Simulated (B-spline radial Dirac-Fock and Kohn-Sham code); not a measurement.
# Dipole and non-dipole photoemission parameters of Ti³⁺ 3d3/2

System: the Ti³⁺ ion, [Ar] 3d1; threshold 41.26 eV (orbital energy of the model). Model: Dirac-Hartree-Slater photoionisation with a Latter tail; cross sections with all multipoles, angular parameters from the dipole term and its interference with E2. Program: a radial finite-basis atomic code.

For linearly polarised light dσ/dΩ = σ/(4π) [1 + β P₂(cos θ) + (δ + γ cos²θ) sin θ cos φ], with θ from the polarisation vector and φ the angle between the beam and the projection of the electron momentum on the plane normal to the polarisation.

```tsv
hν (eV)	σ (kb)	β	γ	δ
68.9	484	0.779	0.008	0.012
80	370	0.894	0.014	0.014
91.3	283	0.982	0.022	0.015
100	?	?	?	?
101	224	1.039	0.030	0.016
105	204	1.061	0.033	0.017
121	146	1.138	0.043	0.018
200	37.8	1.279	0.120	0.027
270	15.6	1.279	0.176	0.032
300	11.4	1.268	0.196	0.034
340	7.72	1.249	0.222	0.037
541	1.73	1.122	0.325	0.052
593	1.27	1.089	0.345	0.057
718	0.660	1.017	0.390	0.067
782	0.490	0.984	0.410	0.072
1000	0.205	0.887	0.468	0.089
1030	0.184	0.875	0.475	0.091
1210	0.102	0.812	0.515	0.106
1470	0.0487	0.738	0.563	0.127
1486.9	0.0466	0.733	0.565	0.128
2010	0.0143	0.626	0.632	0.168
2170	0.0106	0.600	0.647	0.179
3090	0.00250	0.486	0.717	0.241
3420	0.00163	0.455	0.732	0.261
4000	0.000843	0.409	0.753	0.296
4160	0.000713	0.398	0.757	0.306
6150	0.000131	0.312	0.776	0.411
8047.8	4.02e-05	0.281	0.793	0.493
8520	3.13e-05	0.276	0.802	0.512
11100	9.66e-06	0.246	0.852	0.610
```

Q: Give the values at 100 eV.

A: σ = 229 kb, β = 1.034, γ = 0.030, δ = 0.016.

Values without a named source are computed, but for edge energies of neutral atoms, which are taken from tables.
